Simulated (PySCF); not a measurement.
Sn: ionisation energy

Sn [Kr] 4d10 5s2 5p2 (3P) → Sn⁺ [Kr] 4d10 5s2 5p1 (2P), as a difference of total energies. All numbers are calculated (PySCF 2.14, scalar relativity by spin-free X2C-1e, in x2c-TZVPPall (8s6p4d2f, 60 functions)). Correlated levels: valence: [Kr] 4d10 frozen. The calculations carry no spin-orbit coupling.

```
           method  ionisation energy (eV)
              UHF                   6.859
    MP2 (valence)                   7.143
SCS-MP2 (valence)                   7.081
  CCSDT (valence)                   7.205
```

Problem. Estimate what CCSD(T) (valence) gives.

Solution. 7.199 eV, closest to CCSDT (valence) among the rows shown.

Problem. Estimate what CCSD (valence) gives.

Solution. 7.176 eV, closest to CCSDT (valence) among the rows shown.

Errors of the correlated levels include the incompleteness of this basis and the frozen core.

For comparison: 7.389 eV (measured; NIST levels, between the centres of gravity of the two terms).
